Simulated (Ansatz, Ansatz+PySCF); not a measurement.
```xyz
5

B    -0.2317    0.7886    0.2638
H     3.0099   -9.7437   -3.2240
H     0.8669    0.3056   -0.0933
H    -0.6592    0.3735    1.3184
H    -0.9778    0.7982   -0.6325
```

Basis set: def2-SVP (spherical functions). Frozen core: 1 orbital. Charge 0, multiplicity 2.

Computed with Ansatz (development build ahead of 0.2.0); each method stands on the lowest determinant of its kind that the runs found.

**Question.** Give the atomization energy at this shape (free ground-state atoms in the same class of orbitals less the molecule, no zero-point energy) of doublet BH₄ in separate pieces by PBE0 (unrestricted), UHF-MP2, UHF.

**Answer.**

```tsv
method	atomization energy
PBE0 (unrestricted)	11.54 eV
UHF-MP2	11.05 eV
UHF	9.48 eV
```

Caution: the shape is not the minimum. Caution for PBE0 (unrestricted): charge can spread falsely over distant fragments.
